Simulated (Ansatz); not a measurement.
BeS, closed-shell singlet (the spin of the measured ground state), most abundant isotopes (9.0122 and 31.9721 u). Constants from fifth-degree fits in 1/R to seven points on the lowest solution found; no spin–orbit coupling, no relativity up to Kr; ω_e x_e and α_e move by some per cent with the fit.

Correlated levels freeze the cores. CBS(a, b) extrapolates the correlation energy as X⁻³ and adds the Hartree–Fock energy of set b.

Run with Ansatz (Gaussian basis) for Hartree–Fock, density functionals and correlated methods. Values without a source in brackets are computed.

At CCSD(T)/CBS(aug-cc-pV(Q+d)Z, aug-cc-pV(5+d)Z): B₀ = 0.78149 cm⁻¹, fundamental 984 cm⁻¹.

Taking the state as ¹Σ, work out the ideal-gas entropy and heat capacity at 298.15 K and 1 bar (rigid rotor, harmonic oscillator at the fundamental, no nuclear spin).


Translation: S = R(1.5 ln M + 2.5 ln T − 1.1517) with M = 40.984 u gives 155.17 J/(mol K). Rotation: q = kT/(σhcB₀) = 265.2 with σ = 1 and hc/k = 1.43878 cm K, S = R(ln q + 1) = 54.71. Vibration: u = hcν/kT = 4.751, S = R(u/(eᵘ − 1) − ln(1 − e⁻ᵘ)) = 0.42. Sum S° = 210.3 J/(mol K). C_p = 7R/2 + R u² eᵘ/(eᵘ − 1)² = 30.75 J/(mol K).

Ansatz is a first-principles code.
